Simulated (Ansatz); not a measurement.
Geometry optimisation, Ansatz, RKS r2SCAN/def2-SVP.

Input:

```yaml
crystal:
  periodic: [false, false, false]
  atoms:
    - { symbol: Al, position_ang: [0.01232, 0.063164, -1.323088] }
    - { symbol: O, position_ang: [1.078591, 0.280344, 1.443473] }
    - { symbol: Si, position_ang: [0.013041, -0.446701, 2.530423] }
    - { symbol: H, position_ang: [-0.679933, -1.600203, 1.872362] }
    - { symbol: H, position_ang: [0.707627, -0.940866, 3.760896] }
    - { symbol: H, position_ang: [-0.959547, 0.608907, 2.918035] }
    - { symbol: H, position_ang: [1.627139, -0.325203, 0.893717] }
    - { symbol: Cl, position_ang: [-2.035638, 0.379858, -0.701519] }
basis:
  gaussian: { orbitals: def2-SVP }
hamiltonian:
  xc: r2scan
relax:
  f_tol: 0.03
  max_steps: 50
```

Run as:

```bash
$ ansatz run input.yaml --threads 2 --pin off --max-ram 3072MiB --backend cpu --events-out ev --progress --plain --runs-dir out
```

**Question.** Where does it end, and by what steps?

**Answer.** The run converged. After 10 steps the energy has fallen by 0.456 eV; O2 moved furthest, 0.68 Å. Joined: Al1–O2 (2.97 → 2.07 Å).

| step | energy less start (eV) | largest force component (eV/Å) | accepted |
| --- | --- | --- | --- |
| 0 | 0.0000 | 0.701 | yes |
| 1 | -0.0475 | 1.637 | yes |
| 2 | -0.1975 | 1.655 | yes |
| 3 | -0.3301 | 1.341 | yes |
| 4 | -0.3394 | 0.784 | yes |
| 5 | -0.4283 | 0.356 | yes |
| 6 | -0.4285 | 0.492 | yes |
| 7 | -0.4550 | 0.084 | yes |
| 8 | -0.4552 | 0.031 | yes |
| 9 | -0.4553 | 0.064 | yes |
| 10 | -0.4559 | 0.021 | yes |

```xyz
8
Properties=species:S:1:pos:R:3
Al 0.282 0.396 -0.977
O 0.812 -0.119 0.957
Si -0.178 -0.494 2.343
H -0.976 -1.714 2.090
H 0.855 -0.766 3.387
H -0.989 0.682 2.729
H 1.769 -0.155 1.117
Cl -1.811 0.190 -0.251
```

The run took 21 s on 2 threads of Intel(R) Xeon(R) 6975P-C (Granite Rapids) (shared host), peak memory 0.19 GiB.
